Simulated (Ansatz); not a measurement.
An input meant for K2Te (charge 0, singlet; scaled by 0.96; with a point charge).

```yaml
crystal:
  periodic: [false, false, false]
  atoms:
    - {symbol: K, position_ang: [2.295788, 0.954516, -0.323120]}
    - {symbol: K, position_ang: [-2.234118, -0.555636, 1.340509]}
    - {symbol: Te, position_ang: [-0.162217, -0.236462, -1.020311]}
basis:
  gaussian: {orbitals: STO-3G, nuclear_model: gaussian, point_charges: [{charge: 0.50, position_ang: [5.930, 0.104, 0.717]}]}
hamiltonian: {xc: {name: HSE06}}
scf: {lower_state_search: off}
relax: {f_tol: 0.001, max_steps: 2}
output: {forces: true}
```

```sh
$ ansatz run in.yaml --threads 4 --pin off --events-out ev --progress --plain --max-ram 3916MiB
```

Predict how Ansatz answers.

The SCF steps converged, but the relaxation ran out of steps. The relaxation is allowed too few steps for its threshold.
```
Functional definition: HSE06
663 factors; integrals over basis functions are off by at most 4.9e-5 eV
63 factors; integrals over basis functions are off by at most 1.2e-6 eV
mean field evaluation 1: about -210511.1219 eV, gradient 1.4e1 eV
mean field evaluation 2: about -210471.1664 eV, gradient 5.4e1 eV
mean field evaluation 4: about -210513.5868 eV, gradient 1.7e0 eV
mean field evaluation 8: about -210513.6444 eV, gradient 1.8e-1 eV
mean field evaluation 16: about -210513.6447 eV, gradient 7.3e-7 eV
mean field -210513.64474927 eV, -7736.2337532625 hartree, gradient 7.3e-7 eV, S^2 0.000000; 0 other end points of the search recorded, 0 dependent functions left out
reference -210513.64478264 eV, -7736.2337544885 hartree; 45, 45 occupied and 8, 8 virtual orbitals, 663 factors
relax step   1: F+E_penalty+E_count = -210513.64474927 eV  Δ(F+E_penalty+E_count) = +0.000e0 eV  max|allowed force component| = 1.758e0 eV/Å  Δτ_max = 0.0000 Å  (13 SCF iters, accepted)
663 factors; integrals over basis functions are off by at most 5.0e-5 eV
63 factors; integrals over basis functions are off by at most 1.1e-6 eV
mean field -210513.85165596 eV, -7736.2413569427 hartree, gradient 4.3e-6 eV, S^2 0.000000; 0 other end points of the search recorded, 0 dependent functions left out
reference -210513.85168923 eV, -7736.2413581654 hartree; 45, 45 occupied and 8, 8 virtual orbitals, 663 factors
relax step   2: F+E_penalty+E_count = -210513.85165596 eV  Δ(F+E_penalty+E_count) = -2.069e-1 eV  max|allowed force component| = 3.044e-1 eV/Å  Δτ_max = 0.1922 Å  (16 SCF iters, accepted)
Error: geometry relaxation did not converge after 2 steps: max|allowed force component| = 3.04e-1 eV/Å (threshold 1.0e-3). Raise `relax.max_steps` over both its present limit and 2, loosen `relax.f_tol`, or start from a geometry closer to equilibrium. Where this run's directory can be resumed (`checkpoint.write`), a resume goes on for up to `relax.max_steps` more
```
